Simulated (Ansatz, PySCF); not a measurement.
dibromo(difluoro)methane (CBr2F2), SMILES FC(F)(Br)Br. Atoms are numbered in the order given.

```xyz
5

F      0.0000     1.0711    -1.4427
C      0.0000     0.0000    -0.6714
F      0.0000    -1.0711    -1.4427
Br    -1.5994     0.0000     0.4184
Br     1.5994     0.0000     0.4184
```
Charge 0, spin multiplicity 1.

The structure is a stationary point at PBE0-D3(BJ)/def2-SVP.

Two levels are set side by side: PBE-D3(BJ)/def2-SVP (Ansatz, a quantum-chemistry and plane-wave program) and PBE0-D3(BJ)/def2-SVP (Ansatz). Each level has its own optimised geometry; the coordinates shown are those of the second. Frequencies come from the Hessian of PySCF at each geometry. Differences are taken from unrounded values.

```json
[
 {"quantity": "mean bond length (Å)", "PBE0-D3(BJ)": "1.628", "PBE-D3(BJ)": "1.648", "PBE-D3(BJ) minus PBE0-D3(BJ)": "0.021"},
 {"quantity": "bond F1–C2 (Å)", "PBE0-D3(BJ)": "1.320", "PBE-D3(BJ)": "1.334", "PBE-D3(BJ) minus PBE0-D3(BJ)": "0.014"},
 {"quantity": "bond C2–F3 (Å)", "PBE0-D3(BJ)": "1.320", "PBE-D3(BJ)": "1.334", "PBE-D3(BJ) minus PBE0-D3(BJ)": "0.014"},
 {"quantity": "bond C2–Br4 (Å)", "PBE0-D3(BJ)": "1.935", "PBE-D3(BJ)": "1.962", "PBE-D3(BJ) minus PBE0-D3(BJ)": "0.027"},
 {"quantity": "bond C2–Br5 (Å)", "PBE0-D3(BJ)": "1.935", "PBE-D3(BJ)": "1.962", "PBE-D3(BJ) minus PBE0-D3(BJ)": "0.027"},
 {"quantity": "highest harmonic wavenumber (cm⁻¹)", "PBE0-D3(BJ)": "1248", "PBE-D3(BJ)": "1176", "PBE-D3(BJ) minus PBE0-D3(BJ)": "-72"},
 {"quantity": "mean harmonic wavenumber (cm⁻¹)", "PBE0-D3(BJ)": "599", "PBE-D3(BJ)": "563", "PBE-D3(BJ) minus PBE0-D3(BJ)": "-36"},
 {"quantity": "zero-point energy (kcal/mol)", "PBE0-D3(BJ)": "7.71", "PBE-D3(BJ)": "7.25", "PBE-D3(BJ) minus PBE0-D3(BJ)": "-0.46"}
]
```

Exact exchange shortens and stiffens bonds; PBE has none. Differences between two approximate levels are no errors against the true value.
